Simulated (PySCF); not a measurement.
Species: C₇H₉O₂ (charge -1).
Structure used (GFN2-xTB), in Å, numbered top down from 1:
```xyz
18
C7H9O2 angstrom
C     -1.5101   -0.5666   -1.1279
C     -0.9769   -0.1291    0.2384
C     -1.3577    1.3276    0.5130
C      0.5115   -0.3070    0.3065
C      1.1829   -1.1107    1.1742
O      2.5349   -1.0348    0.9619
C      2.7395   -0.1360   -0.0961
O      3.8952    0.1080   -0.4845
C      1.4867    0.3176   -0.5052
H     -1.2427   -1.6041   -1.3183
H     -1.0673    0.0460   -1.9098
H     -2.5966   -0.4690   -1.1774
H     -1.4369   -0.7617    1.0112
H     -0.9825    1.6345    1.4873
H     -2.4411    1.4624    0.4957
H     -0.9122    1.9733   -0.2401
H      0.8470   -1.7636    1.9604
H      1.3176    1.0195   -1.3009
```

Probes without a nucleus sit at each ring's centroid and 1 Å off its mean plane on both sides; NICS is minus the shielding there, NICSzz its component along the normal. Level: GIAO PBE0/pcSseg-1 (PySCF, non-relativistic, gas phase) on the GFN2-xTB geometry, one conformer.

Ring bond lengths (Å), with Mayer bond orders in brackets: C4–C5 1.360 (1.61), C5–O6 1.371 (0.99), O6–C7 1.403 (0.96), C7–C9 1.394 (1.34), C9–C4 1.414 (1.24).

Give the NICS values of each ring in ppm.

```csv
ring,type,NICS(0),"NICS(1), two faces","NICS(1)zz, two faces",rms pucker (Å),"centre to ring atoms, mean (Å)"
C4–C5–O6–C7–C9,5-membered ring with O; formal bonds all aromatic,-9.6,-6.5 / -6.5,-14.9 / -14.9,0.00,1.18
```

What do they say, and how far can they be read as aromaticity?

- C4–C5–O6–C7–C9: mean NICS(1)zz -14.9 ppm, shielded.

How equal are the bonds by HOMA? HOMA takes Krygowski's 1993 parameters.

- C4–C5–O6–C7–C9: HOMA -0.03; the largest term is that of O6–C7, α(R − Ropt)² = 3.01.

What are the shieldings of the ring atoms and their hydrogens in the same run (means over atoms taken as equivalent)?

| atoms | environment | σ isotropic (ppm) | principal values of the symmetric part, first atom (ppm) |
| --- | --- | --- | --- |
| C4 | substituted aromatic carbon | 48.8 | -31.3, 33.9, 143.6 |
| C5 | aromatic CH next to a ring oxygen | 75.6 | 17.6, 101.1, 108.1 |
| O6 | furan-type oxygen | 59.2 | -107.9, 93.5, 192.0 |
| C7 | aromatic carbon bearing oxygen | 9.4 | -74.5, 46.1, 56.7 |
| C9 | aromatic CH carbon | 123.2 | 81.6, 130.7, 157.2 |
| H17 | aromatic hydrogen | 25.56 | 23.5, 26.4, 26.8 |
| H18 | aromatic hydrogen | 28.12 | 24.7, 28.2, 31.5 |
